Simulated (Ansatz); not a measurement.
`[F][AlH][SiH2]Cl` + `[Cl][GeH2][GeH3]` → `[AlH2][SiH2]Cl` + `[F][GeH]([Cl])[GeH3]` at 700 K and 1 bar (redistribution).

Isolated molecules relaxed with PBE0-D4/def2-TZVP in Ansatz; ΔE leaves out vibrations. CBS: MP2 limit from def2 TZ/QZ plus the TZ coupled-cluster correction, frozen cores. For Ge outer-core shells are correlated without core-valence functions, which leaves a few kJ/mol of doubt a bond. Scalar relativity is left out up to krypton. Each species was taken in one conformer, which may not be the lowest.

```tsv
species	CCSD(T)/CBS energy (Eh)	H − E (kJ/mol)	S (J/(mol·K))
`[F][AlH][SiH2]Cl`	-1092.58044	140.0	451.8
`[Cl][GeH2][GeH3]`	-4615.04400	174.4	450.9
`[AlH2][SiH2]Cl`	-993.29495	145.5	424.6
`[F][GeH]([Cl])[GeH3]`	-4714.27861	166.6	481.8
```

H − E and S are ideal-gas, rigid-rotor, harmonic terms from PBE0-D4/def2-TZVP, for one conformer and one mirror image of each species. 1 Eh = 2625.50 kJ/mol, R = 8.31446 J/(mol·K).

**Question.** By hand: ΔE, ΔH, ΔS and ΔG.

**Answer.** ΔE = (-993.29495) + (-4714.27861) − (-1092.58044) − (-4615.04400) = 0.05088 Eh = 133.6 kJ/mol. Δ(H − E) = 145.5 + 166.6 − 140.0 − 174.4 = -2.3, so ΔH = 131.3 kJ/mol. ΔS = 424.6 + 481.8 − 451.8 − 450.9 = 3.7 J/(mol·K). ΔG = 131.3 − 700 × (3.7)/1000 = 128.7 kJ/mol.

**Question.** By hand: the equilibrium constant, and the temperature at which ΔG would vanish if ΔH and ΔS stayed fixed.

**Answer.** log₁₀ K = −ΔG/(RT ln 10) = -9.6. ΔG = 0 at ΔH/ΔS = 35486 K, far beyond where these terms or the molecules hold.

The number of gas molecules stays the same, so ΔS is small and ΔH decides. A doubt of 5 kJ/mol in ΔE shifts log₁₀ K by 0.4 here. Other conformers and mirror images would add mixing entropy, several J/(mol·K) or more a flexible species. Modes under 60 cm⁻¹, often nearly free rotors, make the harmonic entropy too high. These are equilibria of isolated gas molecules and say nothing of rates. Largest T1 diagnostic: 0.012 (customary marks: 0.02 for closed shells, 0.045 for open ones).
